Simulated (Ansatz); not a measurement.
Reaction: BSiH4 (SMILES B[SiH2], doublet) → BSiH4 (SMILES [BH][SiH3], doublet)
Each species at its own B3LYP-D3(BJ)/def2-TZVP minimum (Ansatz, a quantum-chemistry and plane-wave program).

Quantity: isomerisation energy (electronic), in kcal/mol. Radicals and triplets start from unrestricted determinants; spin-orbit coupling is neglected. CBS(X,Y): correlation extrapolated as X^-3, Hartree-Fock from the larger set. A bracket is a step between two methods taken in the basis named. The functionals are non-relativistic, so their misses hold any scalar relativity. Double hybrids freeze cores in their MP2 part. '+ core + X2C': CCSD(T) terms for core correlation (cc-pwCVTZ, 1s frozen past Ne) and scalar relativity (cc-pVTZ-DK).

CCSD(T)/CBS(cc-pV(T+d)Z,cc-pV(Q+d)Z) + [CCSDT(Q) - CCSD(T)]/cc-pV(T+d)Z + core + X2C (Ansatz) gives 23.4 kcal/mol.

Q: What does PBE/def2-TZVPD (Ansatz) give here, and how do the other levels compare?

A: PBE gives 26.2 kcal/mol, 2.8 kcal/mol above it. Differences of the others: r2SCAN/def2-TZVPD (Ansatz) 0.9; B3LYP/def2-TZVPD (Ansatz) 1.1; PBE0/def2-TZVPD (Ansatz) 1.5; wB97M-V/def2-TZVPD (Ansatz) 1.3; B2PLYP/def2-TZVPD (Ansatz) 0.7; CCSD(T)/CBS(cc-pV(T+d)Z,cc-pV(Q+d)Z) + core + X2C (Ansatz) 0.0 kcal/mol. Nearer than PBE: r2SCAN/def2-TZVPD, B3LYP/def2-TZVPD, PBE0/def2-TZVPD, wB97M-V/def2-TZVPD, B2PLYP/def2-TZVPD, CCSD(T)/CBS(cc-pV(T+d)Z,cc-pV(Q+d)Z) + core + X2C.
